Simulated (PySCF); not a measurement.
PySCF input (M06-2X/def2-TZVPD):

```python
from pyscf import gto, scf, dft

mol = gto.M(
    atom='''
    Si    1.46928937   -0.47631044   -0.20572601
    O     1.74412362   -0.07825542   -1.66767646
    Br   -0.98637257    0.20841113    0.46347359
    ''',
    basis='def2-tzvpd',
    charge=-1,
    spin=0,
    verbose=4,
)

mf = dft.RKS(mol, xc='m062x').density_fit(auxbasis='def2-universal-jkfit')
mf.grids.level = 4
mf.conv_tol = 1e-9
mf.max_cycle = 100
mf.max_memory = 1500
mf.kernel()
if not mf.converged:
    mf = mf.newton()
    mf.kernel(mf.make_rdm1())
mf.analyze()
```

End of the output:

```
Extra cycle  E= -2939.04098814607  delta_E= -2.18e-11  |g|= 4.17e-06  |ddm|= 2.33e-05
converged SCF energy = -2939.04098814607
**** SCF Summaries ****
Total Energy =                       -2939.040988146067775
Nuclear Repulsion Energy =             179.498453902644883
One-electron Energy =                -4458.598997322666037
Two-electron Energy =                 1340.059555273953038
Two-electron Coulomb Energy =         1461.125826309119248
DFT Exchange-Correlation Energy =     -121.066271035166309
HOMO-LUMO gap [eV] =                     6.569585531365023
**** MO energy ****
MO #1   energy= -485.15092301999   occ= 2
MO #2   energy= -66.8460037247479  occ= 2
MO #3   energy= -63.135943410924   occ= 2
MO #4   energy= -56.954182232043   occ= 2
MO #5   energy= -56.953760915096   occ= 2
MO #6   energy= -56.9535969870918  occ= 2
MO #7   energy= -19.4034813836302  occ= 2
MO #8   energy= -8.80112429062479  occ= 2
MO #9   energy= -6.62064122675863  occ= 2
MO #10  energy= -6.61905523172746  occ= 2
MO #11  energy= -6.61847216273618  occ= 2
MO #12  energy= -5.38281191934627  occ= 2
MO #13  energy= -3.69168103681541  occ= 2
MO #14  energy= -3.69123071901583  occ= 2
MO #15  energy= -3.68785582148726  occ= 2
MO #16  energy= -2.65444143999788  occ= 2
MO #17  energy= -2.65396707780288  occ= 2
MO #18  energy= -2.65341982370285  occ= 2
MO #19  energy= -2.65193752610027  occ= 2
MO #20  energy= -2.65189863106269  occ= 2
MO #21  energy= -0.851064844614854 occ= 2
MO #22  energy= -0.625249425604778 occ= 2
MO #23  energy= -0.32065831821901  occ= 2
MO #24  energy= -0.223289637824436 occ= 2
MO #25  energy= -0.202407811075078 occ= 2
MO #26  energy= -0.198451862793674 occ= 2
MO #27  energy= -0.152570208714253 occ= 2
MO #28  energy= -0.148102699518405 occ= 2
MO #29  energy= -0.106683825832953 occ= 2
MO #30  energy= 0.134743991424737  occ= 0
MO #31  energy= 0.139398406262495  occ= 0
MO #32  energy= 0.152416958263975  occ= 0
MO #33  energy= 0.159372641547885  occ= 0
MO #34  energy= 0.16534256248471   occ= 0
MO #35  energy= 0.187466777612921  occ= 0
MO #36  energy= 0.208312410268533  occ= 0
MO #37  energy= 0.225652891517111  occ= 0
MO #38  energy= 0.232089948159139  occ= 0
MO #39  energy= 0.235838518935245  occ= 0
MO #40  energy= 0.267308364488604  occ= 0
MO #41  energy= 0.292153876968643  occ= 0
MO #42  energy= 0.298169575874664  occ= 0
MO #43  energy= 0.304447817891532  occ= 0
MO #44  energy= 0.320062050899537  occ= 0
MO #45  energy= 0.327127811698877  occ= 0
MO #46  energy= 0.345697586755891  occ= 0
MO #47  energy= 0.359991951100335  occ= 0
MO #48  energy= 0.370075993008503  occ= 0
MO #49  energy= 0.370690728364315  occ= 0
MO #50  energy= 0.38074807331772   occ= 0
MO #51  energy= 0.405953051533004  occ= 0
MO #52  energy= 0.460255353698819  occ= 0
MO #53  energy= 0.483988805991264  occ= 0
MO #54  energy= 0.499168541081721  occ= 0
MO #55  energy= 0.515386620001195  occ= 0
MO #56  energy= 0.535074187704979  occ= 0
MO #57  energy= 0.563223289161603  occ= 0
MO #58  energy= 0.583636109514175  occ= 0
MO #59  energy= 0.594303134298542  occ= 0
MO #60  energy= 0.605711132762365  occ= 0
MO #61  energy= 0.619386048963154  occ= 0
MO #62  energy= 0.650348472592303  occ= 0
MO #63  energy= 0.679478805969796  occ= 0
MO #64  energy= 0.689623546246148  occ= 0
MO #65  energy= 0.692804419433873  occ= 0
MO #66  energy= 0.715732994372322  occ= 0
MO #67  energy= 0.723210015219655  occ= 0
MO #68  energy= 0.734732326374501  occ= 0
MO #69  energy= 0.748851519059741  occ= 0
MO #70  energy= 0.762282685481171  occ= 0
MO #71  energy= 0.793405147706658  occ= 0
MO #72  energy= 0.828173950512421  occ= 0
MO #73  energy= 0.878774506836216  occ= 0
MO #74  energy= 0.959995785145196  occ= 0
MO #75  energy= 1.01217349217124   occ= 0
MO #76  energy= 1.05405001150959   occ= 0
MO #77  energy= 1.14326868610413   occ= 0
MO #78  energy= 1.17955386863847   occ= 0
MO #79  energy= 1.22828274942583   occ= 0
MO #80  energy= 1.24350341081637   occ= 0
MO #81  energy= 1.25710847323467   occ= 0
MO #82  energy= 1.28863947073191   occ= 0
MO #83  energy= 1.29546516641577   occ= 0
MO #84  energy= 1.31552993524774   occ= 0
MO #85  energy= 1.32825440191504   occ= 0
MO #86  energy= 1.3562450364399    occ= 0
MO #87  energy= 1.39521611516529   occ= 0
MO #88  energy= 1.41483988447341   occ= 0
MO #89  energy= 1.52580323451193   occ= 0
MO #90  energy= 1.60147413854331   occ= 0
MO #91  energy= 1.67393606679288   occ= 0
MO #92  energy= 1.67680099265249   occ= 0
MO #93  energy= 1.7576310092821    occ= 0
MO #94  energy= 1.75844267649154   occ= 0
MO #95  energy= 1.7674735930842    occ= 0
MO #96  energy= 1.77061840006901   occ= 0
MO #97  energy= 1.78276413210581   occ= 0
MO #98  energy= 1.78370160306417   occ= 0
MO #99  energy= 1.79483193206549   occ= 0
MO #100 energy= 1.79732678609426   occ= 0
MO #101 energy= 1.81444104479054   occ= 0
MO #102 energy= 1.87102452532757   occ= 0
MO #103 energy= 1.91743537671426   occ= 0
MO #104 energy= 1.91877648481791   occ= 0
MO #105 energy= 1.97884296701608   occ= 0
MO #106 energy= 2.001925577502     occ= 0
MO #107 energy= 2.03033622751936   occ= 0
[...]
```
